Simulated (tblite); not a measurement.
Species: C₄H₁₁FSi.
Z-matrix (Å and degrees, GFN2-xTB geometry), rows numbered from 1:
```
C 
C   1  1.5253
Si  2  1.9000  1  112.62
C   3  1.9252  2  109.34  1  -177.63
C   4  1.5187  3  114.99  2   -56.75
F   4  1.3962  3  107.77  2    64.35
H   1  1.0887  2  110.92  3   178.30
H   1  1.0872  2  110.68  3    58.15
H   1  1.0876  2  110.63  3   -61.56
H   2  1.0924  1  108.73  3   122.46
H   2  1.0923  1  109.01  3  -121.83
H   3  1.4655  2  111.05  1   -59.38
H   3  1.4693  2  111.50  1    64.49
H   4  1.0962  3  110.66  2   178.22
H   5  1.0874  4  110.17  3    60.40
H   5  1.0888  4  110.80  3  -179.74
H   5  1.0864  4  109.41  3   -59.58
```

Computed with GFN2-xTB (tblite): harmonic, unscaled wavenumbers at the GFN2-xTB geometry, gas phase. Errors from tens to a few hundred cm⁻¹ against measured bands are possible. Modes of hydrogen on silicon can be 10 to 20 % off. One conformer, not necessarily the lowest.

Harmonic wavenumbers (cm⁻¹): 42.0, 58.0, 106.0, 198.3, 219.4, 222.8, 244.2, 349.4, 431.3, 462.0, 583.3, 617.6, 700.2, 736.8, 751.4, 764.4, 907.4, 980.0, 1001.2, 1021.6, 1067.1, 1077.1, 1121.9, 1237.4, 1255.0, 1288.6, 1300.2, 1399.7, 1420.2, 1469.4, 1481.0, 1501.0, 1511.4, 1512.0, 2220.2, 2253.5, 2910.6, 2960.3, 2973.6, 3017.1, 3021.0, 3032.6, 3040.3, 3041.0, 3047.7.

A = 4751, B = 1383, C = 1355 MHz; mass 106.061 u (most abundant isotopes); point group C1, symmetry number 1.

Q: What is the zero-point energy?

A: ½Σν̃ = 30279 cm⁻¹ = 86.57 kcal/mol.

Q: What is S at 298.15 K and 1 bar for an ideal gas of classical rigid rotors and harmonic oscillators?

A: Translation 39.92, rotation 27.98, vibration 26.42: S = 94.3 cal/(mol K).

Q: And Cp and H(298.15 K) − H(0)?

A: Cp = 34.23 cal/(mol K), of which vibrations give 26.29 (their classical limit is 45 R = 89.4); H(298.15 K) − H(0) = 6.42 kcal/mol without the zero-point energy, 4.05 from vibrations.

Q: Blend soft modes into free rotors: weight 1/[1 + (100 cm⁻¹/ν̃)⁴] for the oscillator and the rest for a rotor with moment μB/(μ + B), μ = h/(8π²ν), B = 10⁻⁴⁴ kg m². What vibrational entropy results?

A: 23.79 cal/(mol K) in place of 26.42, which changes −T·S at 298.15 K by +0.78 kcal/mol.

Q: How do the functions run with temperature in this model?

A: 
```tsv
T (K)	S (cal/(mol K))	Cp (cal/(mol K))	H − H(0) (kcal/mol)	G − H(0) (kcal/mol)	ln q(vib)
150	75.6	21.9	2.27	-9.07	3.00
250	88.7	30.2	4.87	-17.30	5.36
400	105.6	42.5	10.33	-31.89	8.78
600	125.5	55.8	20.24	-55.04	13.20
900	150.8	69.1	39.12	-96.60	19.42
```

q(vib) and H(0) count from the zero-point level.

Hindered rotation and anharmonicity are outside this model. Other conformers, if any are populated, would add a mixing term that is left out. The structure is chiral; the term R ln 2 for an equal mix with its mirror image is left out.

Hardware: Intel Xeon at 2.50 GHz, one thread, shared host. Cost: 1.6 s of wall time. The figure is for the frequency step alone.
